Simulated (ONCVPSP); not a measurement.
## scandium (Sc): one change to an ONCV potential, before and after

ONCVPSP 4.0.1 input, shortened (lines: element, Z, core and valence counts, functional; n l f; lmax; l rc ep ncon nbas qcut; lloc lpopt rc5 dvloc0; l nproj debl; icmod fcfact rcfact), PBE, scalar-relativistic:

```
  Sc 21.00    4    3        4      upf
    1    0    2.00
    2    0    2.00
    2    1    6.00
    3    0    2.00
    3    1    6.00
    3    2    1.00
    4    0    2.00
    2
    0    3.05    0.00    4    8    1.80
    1    1.30    0.00    3    7   10.40
    2    1.35    0.00    4    7    8.50
    4    5    0.90   -1.00
    0    2    2.20
    1    1    1.60
    2    3    4.00
    3    2.75    1.50
```

Change: d: qcut 11.7.

Cutoffs: the cutoffs (Ha) at which the residual kinetic energy of the hardest occupied pseudo-wave falls to 1 and 0.1 mHa per electron; they do not see the model core or the augmentation charge, which bear on the density cutoff. Errors are all-electron minus pseudo energies relative to the spin-unpolarised reference configuration.

Predict the effect on cutoff, ghosts and configuration errors.

The potential gets neither clearly harder nor softer (36 Ha and 86 Ha → 46 Ha and 54 Ha); both files keep a bound ghost (s); the errors of the 3 common tests hardly move.

| quantity | base | changed |
| --- | --- | --- |
| cutoff, loose | 36 Ha | 46 Ha |
| cutoff, tight | 86 Ha | 54 Ha |
| loose cutoff by channel | s 3.2 Ha, p 25 Ha, d 36 Ha | s 3.2 Ha, p 25 Ha, d 46 Ha |
| bound ghosts | s | s |
| GHOST(+) flags under 300 eV | s at 82.2 eV | s at 82.2 eV |
| tests with a reliable result | 3 of 4 | 3 of 4 |
| error for 3p6 3d1 4s1, meV [ΔE 6.90 eV] | -0.7 | -0.8 |
| error for 3p6 3d1 4s0, meV [ΔE 19.66 eV] | +13 | +12 |
| error for 3p5 3d1 4s2, meV [ΔE 40.18 eV] | -89 | -83 |
| s: phases at 3.09 bohr within 0.05 rad from the reference energy up to (Ha; the scan ends near 5) | 2.8 | 2.8 |
| p: phases at 1.32 bohr within 0.05 rad from the reference energy up to (Ha; the scan ends near 5) | 2.9 | 2.9 |
| d: phases at 1.37 bohr within 0.05 rad from the reference energy up to (Ha; the scan ends near 5) | to the end of the scan | to the end of the scan |
| rms error of d²Exc/dni dnj with the model core, mHa | 2.97 | 2.88 |

 A true bound ghost makes a file unfit for plane-wave use even where its test errors are small: the radial tests pick states by their node count and pass the ghost by.
